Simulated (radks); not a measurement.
Values are calculated unless marked as measured or tabulated.
All-electron atom: the chlorine ion Cl+ in [He] 2s2 2p(1/2: 2, 3/2: 3) 3s2 3p(1/2: 2, 3/2: 3) (not the ground configuration).

Level of theory: Dirac Kohn-Sham, relativistic LDA (MacDonald-Vosko exchange, VWN5 correlation), spin-unpolarised, spherical densities, finite nucleus; Fermi nuclear charge, rms radius 3.3654 fm (a radial shooting solver on a logarithmic mesh with Libxc functionals).

Energy parts (eV):
total: -12304.466
kinetic: 12349.102
electron-nucleus: -29012.678
Hartree: 5042.333
exchange-correlation: -683.224

Orbitals (lengths in bohr, moments of r in powers of bohr):
orbital,occ.,eigenvalue (eV),<r^2>,small-component weight
1s1/2,2,-2788.315,0.01120,3.64e-03
2s1/2,2,-286.9879,0.2265,5.95e-04
2p1/2,2,-230.5260,0.1923,5.78e-04
2p3/2,3,-228.7305,0.1943,5.74e-04
3s1/2,2,-35.0710,2.321,1.10e-04
3p1/2,2,-22.0568,2.947,8.91e-05
3p3/2,3,-21.8823,2.974,8.84e-05

The highest occupied level is 3p3/2 at -21.882 eV. Summed over all electrons, <r^2> = 20.90 bohr^2, which gives a Langevin (diamagnetic) susceptibility term of -16.6 x 10^-6 cm^3/mol. The electron density at the nucleus is 3575 e/bohr^3. The density falls to 0.001 e/bohr^3 at r = 3.48 bohr.
